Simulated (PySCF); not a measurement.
C6H12BBrO.
Structure used (PBE0-D3(BJ)/def2-SVP), in Å, numbered top down from 1:
```
atom  x, y, z in Å
C1     3.9452   -0.1583   -0.2271
O2     2.5639   -0.2507    0.0158
B3     1.7687   -1.3217   -0.0690
Br4    2.4910   -3.0569   -0.6079
C5     0.2356   -1.2218    0.2098
C6    -0.4173    0.1698    0.3807
C7    -1.5230   -0.2267   -0.6255
C8    -2.8742   -0.5105    0.0000
C9    -0.7115   -1.4905   -0.9969
H10    4.3707   -1.1227   -0.5428
H11    4.1172    0.5917   -1.0130
H12    4.4462    0.1780    0.6926
H13   -0.0141   -1.8999    1.0434
H14    0.2278    0.9879    0.0286
H15   -0.7636    0.4216    1.3951
H16   -1.6434    0.4833   -1.4599
H17   -2.7811   -1.2218    0.8377
H18   -3.5714   -0.9484   -0.7320
H19   -3.3326    0.4099    0.3954
H20   -1.2621   -2.4431   -0.9731
H21   -0.2099   -1.4177   -1.9740
```

Computed with PySCF, TDDFT CAM-B3LYP/def2-SVPD, vertical, gas phase, core orbitals frozen in the response. Relativistic effects, spin–orbit coupling among them, are left out although an element past zinc is present.

Each state is given a Gaussian of 0.25 eV full width at half maximum, with ε(max) = 2.175×10⁸ f / Δν̃ (Δν̃ the width in cm⁻¹). The width is an assumption, not a result. The curve ends short of the highest state used, and states not computed would add to its high-energy end.

(λ (nm), ε (L mol⁻¹ cm⁻¹)): (163.7, 9287), (164.5, 8412), (165.4, 8378), (166.3, 9331), (167.2, 10797), (168.0, 11946), (168.9, 12483), (169.8, 11935), (170.6, 10619), (171.5, 8563), (172.4, 6353), (173.3, 4365), (174.1, 2948), (175.0, 1784), (175.9, 1015), (176.7, 585), (177.6, 296), (178.5, 141), (179.4, 63), (180.2, 31), (181.1, 18), (182.0, 20), (182.8, 34), (183.7, 65), (184.6, 114), (185.5, 181), (186.3, 253), (187.2, 336), (188.1, 407), (188.9, 448), (189.8, 460), (190.7, 433), (191.6, 376), (192.4, 310), (193.3, 231), (194.2, 160), (195.1, 103), (195.9, 65), (196.8, 37), (197.7, 19), (198.5, 10), (199.4, 5), (200.3, 2), (201.2, 1)

Question: Locate the maxima and give the states behind the curve.

Answer: 190 nm (6.54 eV), ε about 460, made up of S1 (100%); 169 nm (7.34 eV), ε about 12000, made up of S3 (44%) and S4 (53%) (ε in L mol⁻¹ cm⁻¹; maxima over ε = 5, shares over 10%). At its high-energy end, 7.58 eV, the curve is still rising (ε about 9500, from S4, S5 and S6). The states used: S1 6.54 eV (f 0.0043); S2 7.17 eV (f 0.0084); S3 7.29 eV (f 0.057); S4 7.38 eV (f 0.066); S5 7.62 eV (f 0.052); S6 7.73 eV (f 0.056); S7 7.78 eV (f 0.027); S8 7.84 eV (f 0.021); S9 8.13 eV (f 0.074); S10 8.18 eV (f 0.026).

Question: On this curve, what absorbance would a 10⁻⁴ mol/L sample give at 193 nm over a 1 cm path?

Answer: 193 nm is 6.424 eV, where ε is about 260 L mol⁻¹ cm⁻¹, so A = ε c l ≈ 0.026 (Beer–Lambert, with the gas-phase spectrum and the assumed width).

Question: What would ε be at 7.34 eV, the highest of these maxima, with half the width (0.125 eV)?

Answer: About 18300 L mol⁻¹ cm⁻¹ against 12500, a factor of about 1.5; a lone state at its own centre would give exactly 2.

Question: Coming from long wavelengths, where does ε first pass 100 L mol⁻¹ cm⁻¹?

Answer: At about 195 nm (6.35 eV), 0.18 eV below S1.

All these states lie below the vertical ionisation energy of 9.81 eV (ΔSCF).

One conformer stands for the species.
